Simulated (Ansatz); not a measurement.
```yaml
crystal:
  periodic: [false, false, false]
  atoms:
    - {symbol: Co, position_ang: [0.000728, -0.002986, 0.002845]}
    - {symbol: Cl, position_ang: [1.938270, -0.213039, -0.722032]}
    - {symbol: Cl, position_ang: [-1.938998, 0.216015, 0.719187]}
basis:
  gaussian: {orbitals: "6-31G*"}
total_charge: 1
hamiltonian: {xc: {name: HF}}
correlation: {method: mp2, frozen_orbitals: {Co: 0}}
accuracy: high
scf: {omitted_lower_state_checks: [starts]}
output: {forces: true}
```

```sh
$ ansatz run in.yaml --threads 4 --pin off --events-out ev --progress --plain --max-ram 3916MiB
```

(1) Predict how Ansatz answers.

## Answers

(1) The program refused the input. Frozen orbitals are typed for one element alone, and the program wants a count for each (the count typed has to fit that element's core, too).
```
Functional definition: HF
Error: "frozen_orbitals" has no count for Cl
```
